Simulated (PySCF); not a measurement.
HO₂, SMILES [O]O, multiplicity 2. Atoms are numbered in the order given.

```xyz
3

O     -0.1249    -0.5895     0.0000
O      0.0279     0.7099     0.0000
H      0.7760    -0.9628     0.0000
```
Charge 0, spin multiplicity 2.

Coordinates come from a PBE0-D3(BJ)/def2-TZVPD optimisation. The isomer is the one that the SMILES or the coordinates give; other isomers of the formula were not compared.

The numbers are results of PySCF with TDA-LC-ωPBE/def2-TZVPD, not measurements.

Vertical excitations. Gas-phase values at a fixed geometry.

```json
[
 {"state": "root 1", "energy (eV)": "1.24", "λ (nm)": "1001", "f": "0.000", "main pairs": "β HOMO→LUMO 98 %"},
 {"state": "root 2", "energy (eV)": "6.73", "λ (nm)": "184", "f": "0.079", "main pairs": "β HOMO−1→LUMO 88 %"},
 {"state": "root 3", "energy (eV)": "6.85", "λ (nm)": "181", "f": "0.001", "main pairs": "α HOMO→LUMO 16 %, α HOMO→LUMO+7 9 %, β HOMO→LUMO+1 53 %, β HOMO→LUMO+8 11 %"},
 {"state": "root 4", "energy (eV)": "6.98", "λ (nm)": "178", "f": "0.001", "main pairs": "β HOMO−2→LUMO 93 %"},
 {"state": "root 5", "energy (eV)": "7.35", "λ (nm)": "169", "f": "0.002", "main pairs": "α HOMO−1→LUMO 77 %"},
 {"state": "root 6", "energy (eV)": "7.37", "λ (nm)": "168", "f": "0.002", "main pairs": "α HOMO→LUMO 16 %, α HOMO→LUMO+7 15 %, β HOMO→LUMO+1 24 %, β HOMO→LUMO+2 22 %"},
 {"state": "root 7", "energy (eV)": "7.62", "λ (nm)": "163", "f": "0.004", "main pairs": "α HOMO→LUMO 47 %, α HOMO→LUMO+1 16 %, β HOMO→LUMO+2 10 %, β HOMO→LUMO+8 7 %"},
 {"state": "root 8", "energy (eV)": "8.20", "λ (nm)": "151", "f": "0.001", "main pairs": "α HOMO−1→LUMO+1 48 %, α HOMO−1→LUMO+7 33 %"},
 {"state": "root 9", "energy (eV)": "8.34", "λ (nm)": "149", "f": "0.019", "main pairs": "α HOMO→LUMO+1 33 %, α HOMO→LUMO+7 16 %, β HOMO→LUMO+2 31 %, β HOMO→LUMO+8 6 %"},
 {"state": "root 10", "energy (eV)": "9.27", "λ (nm)": "134", "f": "0.005", "main pairs": "α HOMO→LUMO+2 6 %, β HOMO→LUMO+3 70 %"}
]
```
Unrestricted roots are not spin-pure.
